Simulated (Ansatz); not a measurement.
Geometry optimisation, RHF/def2-SVP in Ansatz 0.2.0.

Input file:

```yaml
crystal:
  periodic: [false, false, false]
  atoms:
    - { symbol: Ta, position_ang: [-0.321773, 0.757592, -0.084575] }
    - { symbol: F, position_ang: [2.245575, -0.900712, 0.577786] }
    - { symbol: F, position_ang: [-0.06418, 1.006128, 1.736885] }
    - { symbol: Cl, position_ang: [-0.347171, 0.680228, -2.659676] }
    - { symbol: Cl, position_ang: [-2.206708, 2.088821, -0.142965] }
    - { symbol: O, position_ang: [-0.697978, -1.04271, -0.012276] }
    - { symbol: H, position_ang: [-0.335782, -1.914486, 0.09343] }
    - { symbol: O, position_ang: [1.393582, 1.502273, -0.558937] }
    - { symbol: Al, position_ang: [1.814358, 1.831141, -2.29377] }
    - { symbol: H, position_ang: [2.951987, 0.888908, -2.843775] }
    - { symbol: H, position_ang: [1.571783, 3.315709, -2.757762] }
    - { symbol: H, position_ang: [2.624806, -0.105693, 0.316435] }
basis:
  gaussian: { orbitals: def2-SVP }
hamiltonian:
  xc: hf
relax:
  f_tol: 0.03
  max_steps: 50
```

Run as:

```bash
$ ansatz run input.yaml --threads 4 --pin off --max-ram 5120MiB --backend cpu --events-out ev --progress --plain --runs-dir out
```

Problem. Where does it end, and by what steps?

Solution. The run converged. The force dipped under the threshold on the way, but the program's further checks kept it going. After 33 steps the energy has fallen by 0.273 eV; H10 moved furthest, 0.88 Å. Joined: Ta1–F2 (3.13 → 2.52 Å).

```tsv
step	energy less start (eV)	largest force component (eV/Å)	accepted
0	0.0000	2.779	yes
2	0.0334	3.489	no
4	-0.1729	1.640	yes
6	-0.2347	0.143	yes
8	-0.2447	0.568	yes
10	-0.2311	1.249	no
12	-0.2548	0.393	yes
14	-0.2583	0.223	yes
16	-0.2609	0.080	yes
18	-0.2618	0.044	yes
20	-0.2624	0.055	yes
22	-0.2628	0.373	no
24	-0.2636	0.025	yes
26	-0.2636	0.512	no
28	-0.2684	0.093	yes
30	-0.2697	0.170	no
32	-0.2715	0.115	no
33	-0.2729	0.030	yes
```

```xyz
12
Properties=species:S:1:pos:R:3
Ta -0.198 0.781 0.151
F 1.986 -0.472 0.147
F 0.134 0.940 1.968
Cl -0.028 0.328 -2.565
Cl -2.193 1.922 0.053
O -0.692 -1.021 0.107
H -0.595 -1.859 -0.317
O 1.043 1.932 -0.515
Al 1.755 1.792 -2.167
H 3.029 0.838 -1.968
H 1.760 3.037 -3.116
H 2.626 -0.113 -0.408
```

Whether the end is a true minimum wasn't checked by a vibrational analysis.

The run took 100 s on 4 threads of Arm Neoverse V1, on a shared host, peak memory 0.53 GiB.
